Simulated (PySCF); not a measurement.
C4H3Cl2F, SMILES ClC([C@H](C#C)F)Cl.

Geometry optimised at B3LYP-D3(BJ)/def2-SVP. The structure was generated by enumeration; whether it is a known compound was not checked. One conformer was computed; it need not be the lowest.

Two levels are set side by side: TDA-PBE/def2-SVPD (PySCF) and TDA-LC-ωPBE/def2-SVPD (PySCF). Vertical, same geometry. The lowest singlet is HOMO→LUMO 97 % with PBE and HOMO→LUMO 29 %, HOMO→LUMO+1 27 %, HOMO→LUMO+3 22 % with the other functional; states are paired by order. Differences are taken from unrounded values.

```json
[
 {"quantity": "lowest singlet excitation (eV)", "TDA-LC-ωPBE": "6.24", "TDA-PBE": "5.64", "TDA-PBE minus TDA-LC-ωPBE": "-0.60"},
 {"quantity": "lowest triplet excitation (TDA) (eV)", "TDA-LC-ωPBE": "5.04", "TDA-PBE": "5.08", "TDA-PBE minus TDA-LC-ωPBE": "0.04"}
]
```

Functionals without exact exchange tend to place singlet excitations lower, as here. Differences between two approximate levels are no errors against the true value.

Rough cost on one machine, each run with all the roots and properties that it gave: TDA-LC-ωPBE against TDA-PBE about 3 times.
